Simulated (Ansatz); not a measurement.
Input for Ansatz (an electronic-structure program): U-CCSD(T)/def2-SVP on BiBrH2 (SMILES [Br][BiH2]), a point of a bond scan (R = 4.143 Å). Elements past Kr take the def2 small-core potentials; no spin–orbit coupling. The run froze 23 orbitals, filled d shells among them.

Ansatz 0.2 input:
```yaml
crystal:
  periodic: [false, false, false]
  atoms:
    - {symbol: Bi, position_ang: [-0.43377418, -0.48629616, 0.40451161]}
    - {symbol: H, position_ang: [-3.80294293, 0.27197203, -1.88366747]}
    - {symbol: H, position_ang: [-0.03488637, -1.88034559, -0.66401785]}
    - {symbol: Br, position_ang: [1.08390780, 1.21141547, -0.92343133]}
basis:
  gaussian:
    orbitals: def2-SVP
correlation: {method: ccsd_t, electrons: outside_noble_gas}
scf: {omitted_lower_state_checks: [cluster_reference]}
magnetization: {spin_polarized: true, initial_magnetization: 0}
```

Task: Predict the final total energy.

Result: -2786.9886 hartree (reference determinant -2786.7683, T1 diagnostic 0.015). Its determinant has ⟨S²⟩ = 1.01, a mixture of spin states.

Task: How many basis functions does it have, and what does it roughly cost on one machine?

Result: 68 functions; very roughly 9 core-seconds.
